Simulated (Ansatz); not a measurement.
C₃H₉GaO, SMILES `CC(C)=[O+][GaH3-]` at its PBE0-D4/def2-TZVP geometry, where that method's forces vanish. Total charge 0; spin multiplicity 1.

```xyz
14

C    -1.7426    0.9059    0.7363
C    -0.5036    0.2618    0.2185
C     0.5040   -0.2458    1.1909
O    -0.3338    0.1605   -0.9891
Ga    1.3327   -0.7089   -1.9554
H    -2.3823    1.2321   -0.0806
H    -1.4722    1.7556    1.3704
H    -2.2771    0.1983    1.3775
H     0.2050   -0.0900    2.2257
H     1.4602    0.2482    0.9927
H     0.6717   -1.3098    0.9981
H     1.2156   -2.1512   -1.3067
H     2.4445    0.2367   -1.3359
H     0.8778   -0.4934   -3.4425
```

(1) What forces (eV/Å) does PBE-D4/def2-TZVPP give on these atoms in the Gaussian-basis code of Ansatz? (An estimate is asked.)

Answers

(1) The calculation gave: 
```
C1  -0.027  0.012 -0.009
C2  -0.071  0.048  0.854
C3  -0.058  0.027  0.067
O4   0.052 -0.039 -1.125
Ga5  0.083 -0.044 -0.066
H6  -0.143  0.073 -0.155
H7   0.028  0.170  0.141
H8  -0.122 -0.119  0.143
H9  -0.038  0.021  0.217
H10  0.215  0.078 -0.044
H11  0.064 -0.220 -0.044
H12 -0.005 -0.061  0.040
H13  0.047  0.041  0.039
H14 -0.025  0.012 -0.057
```
